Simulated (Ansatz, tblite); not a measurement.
Isomers of Zr4O8 (singlet), found by a short tight-binding search and relaxed with PBE-D4/def2-SVP in Ansatz.

In the def2 sets Zr takes a core potential; there is no spin–orbit coupling. The xTB rows come from tblite.

Other spin states were run for one of them alone.

A:

```xyz
12

Zr    0.062   -2.256   -1.437
Zr   -0.574    2.061    1.030
Zr   -0.332   -1.046    1.182
Zr    0.966    0.501   -1.190
O    -0.825   -0.481   -0.765
O     0.968    0.586    0.911
O    -0.121    3.380    2.135
O    -1.505    0.330    1.840
O    -0.877   -2.784    0.273
O     0.752   -0.842   -2.705
O     0.049    2.182   -0.998
O     1.438   -1.628   -0.275
```

B:

```xyz
12

Zr    0.339    0.748    0.031
Zr    1.228   -1.811   -1.799
Zr    1.309    2.731    2.071
Zr   -1.655   -1.754   -0.832
O     0.077    3.273    3.223
O    -2.899   -2.912   -0.287
O    -1.523    0.166   -0.188
O     0.368   -1.987   -0.113
O     1.507    0.066   -1.555
O    -0.461   -1.983   -2.616
O     1.174    0.756    1.834
O     0.537    2.708    0.232
```

Q: Estimate which lies lowest at each level, and how far above it the others are (eV).

A: 
```csv
level,A,B
GFN1-xTB,0.79,0.00
GFN2-xTB,0.00,0.82
PBE-D4/def2-TZVP,0.00,0.59
r2SCAN-D4/def2-TZVP,0.00,0.90
PBE0-D4/def2-TZVP,0.00,0.76
```
Point groups (tolerance 0.1 Å): A Cs, B not assigned. Lower isomers may exist.
